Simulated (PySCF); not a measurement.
# Rb: excitation energy

Rb [Kr] 5s1 (2S) → Rb [Kr] 5p1 (2P), as a difference of total energies. Calculation: PySCF 2.14, in aug-cc-pVQZ-X2C (9s8p6d3f2g, 102 functions); scalar relativity by spin-free X2C-1e. The calculations carry no spin-orbit coupling.

```tsv
method	excitation energy (eV)
UHF	1.346
LDA	1.527
PBE	1.359
PBE0	1.365
r2SCAN	1.323
```

For comparison: 1.579 eV (measured; NIST levels, between the centres of gravity of the two terms).
